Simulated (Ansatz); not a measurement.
The molecule LuGe, multiplicity 4 (lowest of 2S+1 = 2, 4 at PBE0/def2-TZVPP; our sources give no spin for the ground state, which may be another). No spin–orbit coupling. Ge is treated without relativity.

The constants come from a fifth-degree fit in 1/R (seven points, main isotopes). Runs in def2 and cc sets follow the lowest solution found near the PBE0 minimum.

Codes used: Ansatz (Gaussian orbitals).  In def2 rows elements past Kr take small-core potentials, without spin–orbit coupling.

```json
[
 {"level": "SVWN5/def2-TZVPP", "r_e (Å)": "2.652", "ω_e (cm⁻¹)": "197", "α_e (cm⁻¹)": "0.00014", "B_e (cm⁻¹)": "0.0461", "dipole (D)": "2.92"},
 {"level": "PBE/def2-TZVPP", "r_e (Å)": "2.715", "ω_e (cm⁻¹)": "183", "α_e (cm⁻¹)": "0.00014", "B_e (cm⁻¹)": "0.0440", "dipole (D)": "2.86"},
 {"level": "r2SCAN/def2-TZVPP", "r_e (Å)": "2.689", "ω_e (cm⁻¹)": "190", "α_e (cm⁻¹)": "0.00014", "B_e (cm⁻¹)": "0.0449", "dipole (D)": "2.96"},
 {"level": "B97M-V/def2-TZVPP", "r_e (Å)": "2.702", "ω_e (cm⁻¹)": "189", "α_e (cm⁻¹)": "0.00014", "B_e (cm⁻¹)": "0.0444", "dipole (D)": "2.68"},
 {"level": "B3LYP/def2-TZVPP", "r_e (Å)": "2.732", "ω_e (cm⁻¹)": "181", "α_e (cm⁻¹)": "0.00014", "B_e (cm⁻¹)": "0.0435", "dipole (D)": "3.03"},
 {"level": "PBE0/def2-TZVPP", "r_e (Å)": "2.716", "ω_e (cm⁻¹)": "186", "α_e (cm⁻¹)": "0.00014", "B_e (cm⁻¹)": "0.0440", "dipole (D)": "2.91"},
 {"level": "BHLYP/def2-TZVPP", "r_e (Å)": "2.744", "ω_e (cm⁻¹)": "182", "α_e (cm⁻¹)": "0.00013", "B_e (cm⁻¹)": "0.0431", "dipole (D)": "3.08"},
 {"level": "CAM-B3LYP/def2-TZVPP", "r_e (Å)": "2.719", "ω_e (cm⁻¹)": "185", "α_e (cm⁻¹)": "0.00013", "B_e (cm⁻¹)": "0.0439", "dipole (D)": "3.03"},
 {"level": "wB97X-V/def2-TZVPP", "r_e (Å)": "2.721", "ω_e (cm⁻¹)": "187", "α_e (cm⁻¹)": "0.00013", "B_e (cm⁻¹)": "0.0438", "dipole (D)": "3.03"},
 {"level": "wB97M-V/def2-TZVPP", "r_e (Å)": "2.728", "ω_e (cm⁻¹)": "183", "α_e (cm⁻¹)": "0.00013", "B_e (cm⁻¹)": "0.0436", "dipole (D)": "2.95"},
 {"level": "B2PLYP/def2-TZVPP", "r_e (Å)": "2.710", "ω_e (cm⁻¹)": "187", "α_e (cm⁻¹)": "0.00014", "B_e (cm⁻¹)": "0.0442", "dipole (D)": "-"}
]
```

Correlated levels freeze the inner cores; with def2 sets outer-core shells near the valence are correlated too.

Ansatz is a first-principles code.
